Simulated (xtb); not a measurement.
Br4Si, singlet, at a GFN2-xTB geometry of the parent state; GFN2-xTB run with xtb.

The xtb input:
```
$ xtb mol.xyz --gfn 2 --chrg 0 --uhf 0 --json

# file mol.xyz
5

Br    -1.18518439    -1.48795623    -1.16312035
Si     0.00000000     0.00000000    -0.00000000
Br    -1.11591421     1.92799319     0.09540675
Br     1.96640642     0.32802890    -0.99858277
Br     0.33469218    -0.76806587     2.06629637
```

It wrote (shortened):

```
   ID    Z sym.   atoms
    1   35 Br     1, 3-5
    2   14 Si     2

           -------------------------------------------------
          |                Calculation Setup                |
           -------------------------------------------------

           -------------------------------------------------
          |                 G F N 2 - x T B                 |
           -------------------------------------------------

          ...................................................
          :                      SETUP                      :
          :.................................................:
          :  # basis functions                  50          :
          :  # atomic orbitals                  45          :
          :  # shells                           15          :
          :  # electrons                        32          :
          :  max. iterations                   250          :
          :  Hamiltonian                  GFN2-xTB          :
          :  restarted?                      false          :
          :  GBSA solvation                  false          :
          :  PC potential                    false          :
          :  electronic temp.          300.0000000     K    :
          :  accuracy                    1.0000000          :
          :  -> integral cutoff          0.2500000E+02      :
          :  -> integral neglect         0.1000000E-07      :
          :  -> SCF convergence          0.1000000E-05 Eh   :
          :  -> wf. convergence          0.1000000E-03 e    :
          :  Broyden damping             0.4000000          :
          :  net charge                          0          :
          :  unpaired electrons                  0          :
          ...................................................

 iter      E             dE          RMSdq      gap      omega  full diag
   1    -17.9307862 -0.179308E+02  0.902E+00    6.35       0.0  T
   2    -17.8464303  0.843559E-01  0.895E+00    4.74       1.0  T
   3    -18.2066508 -0.360220E+00  0.381E+00    5.96       1.0  T
   4    -18.2029453  0.370544E-02  0.280E+00    5.44       1.0  T
   5    -18.2334889 -0.305436E-01  0.146E+00    5.73       1.0  T
   6    -18.2287940  0.469496E-02  0.149E+00    5.88       1.0  T
   7    -18.2398898 -0.110958E-01  0.433E-01    5.84       1.0  T
   8    -18.2405453 -0.655494E-03  0.168E-01    5.84       1.0  T
   9    -18.2406893 -0.143975E-03  0.500E-02    5.84       1.0  T
[...]
         :: total energy             -18.213399277697 Eh    ::
[...]
       ...                                ...                  ...
        45                          1.1297983              30.7434
      -------------------------------------------------------------
                  HL-Gap            0.2145243 Eh            5.8375 eV
             Fermi-level           -0.3571513 Eh           -9.7186 eV

     #   Z          covCN         q      C6AA      α(0)
     1  35 Br       0.880    -0.146   188.916    22.161
     2  14 Si       3.310     0.583   115.978    21.786
     3  35 Br       0.880    -0.146   188.916    22.161
     4  35 Br       0.880    -0.146   188.916    22.161
     5  35 Br       0.880    -0.146   188.916    22.161

 Mol. C6AA /au·bohr⁶  :       4295.123774
 Mol. C8AA /au·bohr⁸  :     277188.920605
 Mol. α(0) /au        :        110.429369

Wiberg/Mayer (AO) data.
largest (>0.10) Wiberg bond orders for each atom

 ---------------------------------------------------------------------------
     #   Z sym  total        # sym  WBO       # sym  WBO       # sym  WBO
 ---------------------------------------------------------------------------
     1  35 Br   1.275 --     2 Si   1.071
     2  14 Si   4.285 --     3 Br   1.071     4 Br   1.071     5 Br   1.071
                             1 Br   1.071
     3  35 Br   1.275 --     2 Si   1.071
     4  35 Br   1.275 --     2 Si   1.071
     5  35 Br   1.275 --     2 Si   1.071
 ---------------------------------------------------------------------------

Topologies differ in total number of bonds
Writing topology from bond orders to xtbtopo.mol

molecular dipole:
                 x           y           z       tot (Debye)
 q only:        0.000       0.000      -0.000
   full:       -0.000       0.000       0.000       0.000
molecular quadrupole (traceless):
                xx          xy          yy          xz          yz          zz
 q only:        0.000      -0.000       0.000      -0.000      -0.000      -0.000
  q+dip:       -0.000       0.000       0.000       0.000      -0.000      -0.000
   full:       -0.000       0.000       0.000       0.000      -0.000      -0.000

           -------------------------------------------------
          | TOTAL ENERGY              -18.213399277697 Eh   |
          | GRADIENT NORM               0.011299333042 Eh/α |
          | HOMO-LUMO GAP               5.837504481239 eV   |
           -------------------------------------------------

normal termination of xtb
```
